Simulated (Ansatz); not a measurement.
Coupled-cluster diagnostics for the cluster Ge₂H₃, Ansatz.

Geometry of the doublet (r2SCAN-D4/def2-TZVP):

Cartesian coordinates in Å:
```
Ge -0.602 -0.036 0.235
Ge 1.648 -0.841 -0.002
H -1.679 -0.742 1.091
H 1.921 0.410 -0.950
H -1.289 1.209 -0.374
```

Correlated methods freeze 18 core orbitals; core or outer-core shells of Ge are correlated, in sets that lack core-valence functions. The structure comes from a short search, and lower isomers may exist.

Geometry of the charge 0 quartet (r2SCAN-D4/def2-TZVP):

```xyz
5

Ge   -0.082    0.253   -1.002
Ge    0.318   -1.419    0.696
H    -1.494    0.882   -0.919
H     0.294   -1.108    2.220
H     0.964    1.393   -0.996
```

Question: Estimate the CCSD(T) correlation energy, the shares of MP2 and (T), T1 and the reference's ⟨S²⟩ for: charge 0, doublet, own geometry in def2-TZVPP; charge 0, doublet, own geometry in def2-TZVPD; charge 0, quartet, own geometry in def2-TZVPP; charge 1, singlet, vertical in def2-TZVPP; charge -1, singlet, vertical in def2-TZVPD; and the rough time on 2 threads of Arm Neoverse V2 on a shared host.

Answer: 
| state | basis | correlation (eV) | MP2 share (%) | (T) share (%) | T1 | ⟨S²⟩ (pure) | wall time | remarks |
| --- | --- | --- | --- | --- | --- | --- | --- | --- |
| charge 0, doublet, own geometry | def2-TZVPP | -14.003 | 92.5 | 3.7 | 0.014 | 0.77 (0.75) | 85 s | – |
| charge 0, doublet, own geometry | def2-TZVPD | -13.869 | 92.2 | 3.7 | 0.014 | 0.77 (0.75) | 79 s | – |
| charge 0, quartet, own geometry | def2-TZVPP | -13.230 | 92.6 | 3.5 | 0.014 | 3.77 (3.75) | 85 s | – |
| charge 1, singlet, vertical | def2-TZVPP | -13.361 | 92.3 | 3.3 | 0.011 | 0.00 (0.00) | 20 s | restricted SCF unstable |
| charge -1, singlet, vertical | def2-TZVPD | -15.148 | 92.7 | 4.5 | 0.015 | 0.00 (0.00) | 20 s | restricted SCF unstable |
Customary marks for T1 are 0.02 (closed shells), 0.045 (open shells) and about 0.05 (3d metals). T1 stays under 0.02 throughout.
